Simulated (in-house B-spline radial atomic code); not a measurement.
# Ionising In VIII (In7+) with different functionals

Computed with a B-spline radial code for spherical atoms: four-component Dirac-Coulomb Hamiltonian, Fermi nucleus of rms radius 4.6156 fm, spin-restricted, spherical fractional occupations for the functionals, and exact exchange of hybrids averaged over the configuration. The ionisation energy is the difference of two self-consistent energies, [Kr] 4d6 → [Kr] 4d5, without Breit or QED terms; ε is the level of the shell that loses the electron (mean over j). The electron is taken from both j subshells in proportion to 2j + 1, so the result is a j average, not the step between ground levels.

```
 method                    rung  ΔSCF (eV)  -ε(4d) (eV)
  B3LYP           global hybrid     133.75       125.56
  B97-1           global hybrid     133.69       125.61
LC-wPBE  range-separated hybrid          ?            ?
  HSE06  range-separated hybrid          ?            ?
```

**Question.** What does LC-wPBE give?

**Answer.** ΔSCF 133.77 eV, and -ε(4d) = 128.71 eV.

**Question.** What does HSE06 give?

**Answer.** ΔSCF 133.73 eV, and -ε(4d) = 125.70 eV.

**Question.** Among the functionals, which spreads more, the ΔSCF values or the orbital energies?

**Answer.** The orbital energies: ΔSCF values span about 0.08 eV and the orbital energies 3.15 eV; here energy differences depend much less on the functional than eigenvalues do.

**Question.** How do they compare with the NIST value?

**Answer.** NIST lists 130 eV ± 2.1 (tabulated theory, ground level to ground level). Errors run from +3.59 to +3.67 eV; all lie within about twice that uncertainty, so the table can't rank the methods.
